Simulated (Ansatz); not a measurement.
Start from `[CH3][Al]([CH3])[TeH]` and change one atom or group to get `[CH3][AlH][TeH]`.

Ansatz, PBE0-D4/def2-TZVP geometries, multiplicity 1. 

Elements past krypton have def2 core potentials.

| property | `[CH3][Al]([CH3])[TeH]` |
| --- | --- |
| HOMO–LUMO gap (PBE0/def2-TZVPP) / eV | 5.77 |
| LUMO energy (B3LYP/def2-TZVPP) / eV | -0.94 |
| size of the dipole moment (PBE/def2-TZVPP) / D | 1.43 |
| HOMO–LUMO gap (B3LYP/def2-TZVPP) / eV | 5.38 |
| HOMO energy (B3LYP/def2-TZVPP) / eV | -6.31 |
| HOMO energy (ωB97M-V/def2-TZVPP) / eV | -8.57 |

(1) What does the change do to each property? (Best estimate.)

## Answers

(1) Ansatz gave: 
```
                                      property  `[CH3][AlH][TeH]`  shift
          HOMO–LUMO gap (PBE0/def2-TZVPP) / eV               5.50  -0.27
           LUMO energy (B3LYP/def2-TZVPP) / eV              -1.37  -0.43
size of the dipole moment (PBE/def2-TZVPP) / D               0.99  -0.44
         HOMO–LUMO gap (B3LYP/def2-TZVPP) / eV               5.10  -0.28
           HOMO energy (B3LYP/def2-TZVPP) / eV              -6.47  -0.16
         HOMO energy (ωB97M-V/def2-TZVPP) / eV              -8.72  -0.15
```

With PBE0 the HOMO falls by 0.15 eV and the LUMO falls by 0.44 eV, so the gap narrows by about 0.29 eV. PBE moves the HOMO by -0.17 eV and ωB97M-V by -0.15 eV. Dipoles are sizes alone; their direction can turn.

B3LYP here is the variant with VWN-RPA as its local correlation; programs differ in this.

Spin–orbit coupling is left out; it splits and shifts lone-pair levels of the heavy atoms by tenths of an eV.
